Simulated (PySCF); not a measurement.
Computed shifts of a molecule C4H4ClF, PySCF with KT2/pcSseg-1, GIAO, gas phase, atoms alike by connectivity averaged where their shifts nearly agree, in ppm (number of nuclei): ¹³C: 202.8 (1), 141.7 (1), 92.5 (1), 54.4 (1). ¹⁹F: -178.3 (1). ¹H: 6.10 (1), 6.00 (1), 4.85 (1), 4.33 (1). References: ¹³C against TMS (σ = 185.1 ppm); ¹⁹F against CFCl3 (σ = 127.1 ppm); ³⁵Cl against HCl (σ = 945.4 ppm); ¹H against TMS (σ = 31.47 ppm), references at their B3LYP-D3(BJ)/def2-TZVP geometries, non-relativistic (without spin–orbit terms, shifts of atoms bonded to Cl or Br come out too high). The structure is a stationary point at B3LYP-D3(BJ)/def2-SVP. Other conformers were not sampled.

Task: Which structure fits?
A) C=C=C[C@H](F)Cl
B) C#CC[C@H](F)Cl
C) C=C=C(F)CCl
D) CC(F)=C=CCl

Result: C, C=C=C(F)CCl
